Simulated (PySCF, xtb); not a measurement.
F6S, SMILES FS(F)(F)(F)(F)F.

GFN2-xTB in xtb 6.7.1 at its own geometry gives an orbital gap of 7.42 eV and a dipole moment of 0.00 D.

Geometry: TPSSh-D3(BJ)/def2-SVP.

Problem. What does PySCF with CAM-B3LYP/def2-TZVP give? (An estimate is asked for; the answer gives what the named calculation found.)

Solution. gap 13.10 eV (levels -14.05 and -0.96 eV), dipole 0.00 D.
